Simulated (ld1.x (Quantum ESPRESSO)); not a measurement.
**Ta (Z = 73): one change to a TM potential, before and after**

```
Element                 : tantalum (Ta)
Generator               : ld1.x (Quantum ESPRESSO) 7.5
Type                    : norm-conserving Troullier–Martins (Kleinman–Bylander form)
Functional              : BP86
Relativity              : scalar-relativistic
Frozen core             : [Kr] 4d10 4f14 5s2
Valence charge          : 11
Reference configuration : 5p6 5d4 6s1 6p0
Partial waves           : 6s (bound): rc 2.85 bohr; 5d (bound): rc 1.70 bohr; 5p (bound): rc 1.95 bohr
Local potential         : the p channel
Core correction         : none
```

All-electron outer shells of the reference configuration (BP86, scalar-relativistic, ld1.x):

```tsv
shell	level (eV)	outermost node (bohr)	outermost maximum (bohr)
5s	-71.46	0.54	0.98
5p	-37.96	0.58	1.13
4f	-23.14	–	0.44
6s	-5.13	1.33	2.81
5d	-2.79	0.65	1.62
6p	-1.31	1.61	4.04
```

Change: wave 5p (bound): rc 1.95 bohr becomes 5p (bound): rc 2.80 bohr.

Cutoffs: the cutoffs (Ry, on a coarse ladder) from which the occupation-weighted sum of valence levels, in a spherical-Bessel basis at the reference potential, stays within 10 and 1 mRy of its value at 400 Ry; they do not see the model core or the augmentation charge, which bear on the density cutoff. Errors are all-electron minus pseudo energies relative to the spin-unpolarised reference configuration.

How do hardness, ghosts and transferability respond?

The potential gets softer (35 Ry and 45 Ry → 30 Ry and 40 Ry); both files keep a bound ghost (s); of the 6 tests that both files solve, the error grows in 2 and shrinks in 3 by more than 15 % and 0.3 meV (median size 15.0 → 10.7 meV); the range in which the d phases agree narrows (upper end at the end of the scan → 1.7). A larger radius leaves more room for a smooth pseudo-wave, so fewer plane waves are needed.

| quantity | base | changed |
| --- | --- | --- |
| cutoff, loose | 35 Ry | 30 Ry |
| cutoff, tight | 45 Ry | 40 Ry |
| bound ghosts | s | s |
| tests counted (converged, no solver errors) | 6 of 7 | 6 of 7 |
| error for 5p6 5d3 6s2 6p0, meV [ΔE -2.11 eV] | -12 | -13 |
| error for 5p6 5d3 6s1 6p0, meV [ΔE 6.53 eV] | -2.0 | -4.2 |
| error for 5p6 5d3 6s0 6p0, meV [ΔE 21.69 eV] | +1.3 | -5.7 |
| error for 5p6 5d3 6s0 6p1, meV [ΔE 11.66 eV] | +201 | +106 |
| error for 5p6 5d3 6s0 6p2, meV [ΔE 6.56 eV] | +284 | +144 |
| error for 5p6 5d1 6s0 6p0, meV [ΔE 80.53 eV] | +18 | -8.5 |
| s: phases at 3.09 bohr within 0.05 rad from the reference energy up to (Ry; the scan ends near 5) | 2.4 | n/a |
| p: phases at 3.09 bohr within 0.05 rad from the reference energy up to (Ry; the scan ends near 5) | -0.1 | 0.1 |
| d: phases at 3.09 bohr within 0.05 rad from the reference energy up to (Ry; the scan ends near 5) | to the end of the scan | 1.7 |

Base: Tests not counted: 5p5 5d3 6s2 6p0 (solver errors, printed error -118 eV). These tests converged, but a pseudo level misses the all-electron one widely, so the file describes the atom poorly there or has found another state: 5p6 5d1 6s0 6p0: empty 6s by 7.0 eV (a node warning on the way). ld1.x printed “convergence not achieved” for 2 of the counted tests; their residual had stalled under 1e-8, short of the target of 1e-14. Changed file: Tests not counted: 5p5 5d3 6s2 6p0 (solver errors, printed error -111 eV). ld1.x printed “convergence not achieved” for 2 of the counted tests; their residual had stalled under 1e-8, short of the target of 1e-14. A true bound ghost makes a file unfit for plane-wave use even where its test errors are small: the radial tests pick states by their node count and pass the ghost by. Where a test does run into it, the solver fails or the error is huge.
